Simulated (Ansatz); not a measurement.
SiEt2Me2 (C₆H₁₆Si). The state is a singlet with charge 0. Geometry B3LYP-D4/def2-SVP.

Cartesian coordinates in Å:
```
Si -0.141 -0.388 0.100
C -1.596 0.453 0.980
C -2.085 1.759 0.337
H -1.300 0.636 2.029
H -2.426 -0.276 1.031
H -2.936 2.198 0.884
H -1.289 2.521 0.310
H -2.415 1.600 -0.704
C 1.345 0.793 0.069
C 2.633 0.202 -0.523
H 1.528 1.137 1.104
H 1.053 1.697 -0.496
H 3.459 0.933 -0.533
H 2.980 -0.672 0.054
H 2.486 -0.135 -1.563
C -0.633 -0.827 -1.672
H -1.525 -1.476 -1.687
H 0.177 -1.364 -2.192
H -0.866 0.077 -2.260
C 0.316 -1.967 1.034
H 0.650 -1.740 2.061
H 1.131 -2.511 0.529
H -0.547 -2.649 1.105
```

B3LYP takes the VWN-RPA correlation.

**Question.** Estimate the orbital energies around the gap (eV) in Ansatz with HF/STO-3G, HF/6-31G, PBE-D4/def2-TZVP, r2SCANh-D4/def2-TZVP, B3LYP-D4/def2-TZVP.

**Answer.** 
```csv
orbital,HF/STO-3G,HF/6-31G,PBE-D4/def2-TZVP,r2SCANh-D4/def2-TZVP,B3LYP-D4/def2-TZVP
HOMO−9,-13.62,-14.53,-9.29,-10.22,-10.57
HOMO−8,-13.52,-14.44,-9.23,-10.16,-10.50
HOMO−7,-13.49,-14.41,-9.18,-10.11,-10.46
HOMO−6,-12.65,-13.69,-8.75,-9.61,-9.96
HOMO−5,-12.64,-13.66,-8.70,-9.56,-9.92
HOMO−4,-12.34,-13.23,-8.26,-9.12,-9.51
HOMO−3,-12.05,-12.92,-8.02,-8.87,-9.26
HOMO−2,-9.95,-11.31,-6.97,-7.74,-8.08
HOMO−1,-9.60,-10.93,-6.66,-7.40,-7.75
HOMO,-9.31,-10.62,-6.41,-7.13,-7.50
LUMO,13.49,5.42,0.09,1.00,0.54
LUMO+1,14.01,5.95,0.62,1.50,1.11
LUMO+2,14.19,6.22,0.92,1.84,1.40
LUMO+3,14.35,6.38,1.04,1.95,1.53
LUMO+4,17.25,7.20,1.54,2.46,2.08
LUMO+5,17.57,7.39,1.66,2.60,2.21
```
